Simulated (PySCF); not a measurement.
Species: C4H3BF2O.
Structure used (PBE0-D3(BJ)/def2-SVP), in Å, numbered top down from 1:
```xyz
11
C4H3BF2O angstrom
C      2.1468   -0.1883    0.5082
C      0.8891   -0.1019    0.1957
C     -0.3964   -0.0082   -0.1140
C     -1.1730   -1.2450   -0.4365
O     -0.7191   -2.3579   -0.4560
B     -1.0750    1.3862   -0.1110
F     -0.3938    2.4917    0.1031
F     -2.3734    1.5039   -0.3217
H      2.4576   -0.3223    1.5495
H      2.9224   -0.1322   -0.2625
H     -2.2484   -1.0528   -0.6713
```

Computed, not measured: PBE0-D3(BJ)/def2-SVP geometry optimisation, gas phase in PySCF.

Take the most abundant isotopes and a rigid rotor. The values belong to one conformer with, in the numbering `[CH2:1]=[C:2]=[C:3]([CH:4]=[O:5])[B:6]([F:7])[F:8]`, C2–C3–C4–O5 -1°.

Question: Give the principal moments of inertia and the rotational constants in MHz.

Answer: Ia = 198.56, Ib = 306.60, Ic = 501.17 u·Å²; 505379 MHz·u·Å²/I gives A = 2545, B = 1648, C = 1008 MHz.

Question: What kind of rotor is it?

Answer: An asymmetric top; Ray's κ = -0.167.

Question: Is it planar, by Δ = Ic − Ia − Ib?

Answer: Not planar: Δ = Ic − Ia − Ib = -3.99 u·Å². For a rigid frame Δ = −2 Σ m c², so Σ m c² = 2.00 u·Å² lies off the ab plane: 1.79 from hydrogen and 0.21 from heavier atoms. The atom farthest from that plane is 1.00 Å away.

Question: Where do the levels up to J = 2 lie, in cm⁻¹?

Answer: Above 0(0,0):
J = 1: 1(0,1) 0.0886, 1(1,1) 0.1185, 1(1,0) 0.1399
J = 2: 2(0,2) 0.2578, 2(1,2) 0.2744, 2(1,1) 0.3385, 2(2,1) 0.4282, 2(2,0) 0.4362
The levels of one J sum to (2J + 1)J(J + 1)(A + B + C)/3.

Question: Which lines would a microwave search look for?

Answer: The dipole components are |μa| = 0.25 D, |μb| = 1.99 D, |μc| = 0.04 D. Intensities carry the squares of the components, which stand as 0.02 : 1.00 : 0.00 (a : b : c). Some lines, for components of 0.1 D or more:

| type | branch | J(Ka,Kc) | MHz | lower level (cm⁻¹) |
| --- | --- | --- | --- | --- |
| b | Q | 1(1,0) ← 1(0,1) | 1537 | 0.089 |
| a | Q | 2(1,1) ← 2(1,2) | 1920 | 0.274 |
| b | Q | 2(1,1) ← 2(0,2) | 2417 | 0.258 |
| a | R | 1(0,1) ← 0(0,0) | 2657 | 0.000 |
| b | Q | 2(2,0) ← 2(1,1) | 2931 | 0.338 |
| b | Q | 3(2,1) ← 3(1,2) | 2962 | 0.630 |
| b | R | 1(1,1) ← 0(0,0) | 3554 | 0.000 |
| b | Q | 3(1,2) ← 3(0,3) | 3985 | 0.497 |
| b | R | 2(0,2) ← 1(1,1) | 4176 | 0.119 |
| b | Q | 2(2,1) ← 2(1,2) | 4610 | 0.274 |
| a | R | 2(1,2) ← 1(1,1) | 4674 | 0.119 |
| a | R | 2(0,2) ← 1(0,1) | 5073 | 0.089 |
| b | Q | 3(3,0) ← 3(2,1) | 5236 | 0.729 |
| a | R | 2(1,1) ← 1(1,0) | 5953 | 0.140 |
| b | R | 3(1,2) ← 2(2,1) | 6048 | 0.428 |
| b | Q | 3(3,1) ← 3(2,2) | 6214 | 0.694 |
| b | R | 3(0,3) ← 2(1,2) | 6673 | 0.274 |
| a | R | 3(1,3) ← 2(1,2) | 6880 | 0.274 |
| a | R | 3(0,3) ← 2(0,2) | 7171 | 0.258 |
| b | R | 3(1,3) ← 2(0,2) | 7377 | 0.258 |
| a | R | 3(2,2) ← 2(2,1) | 7970 | 0.428 |
| b | R | 2(2,1) ← 1(1,0) | 8644 | 0.140 |
| a | R | 3(2,1) ← 2(2,0) | 8770 | 0.436 |
| b | R | 2(2,0) ← 1(1,1) | 9524 | 0.119 |
| b | R | 3(2,2) ← 2(1,1) | 10661 | 0.338 |
| b | R | 3(2,1) ← 2(1,2) | 13620 | 0.274 |
| b | R | 3(3,1) ← 2(2,0) | 13944 | 0.436 |
| b | R | 3(3,0) ← 2(2,1) | 14246 | 0.428 |

Whether it is a minimum is left open (no frequencies). Zero-point vibration and centrifugal distortion are left out. Quadrupole hyperfine structure (11B) is left out.
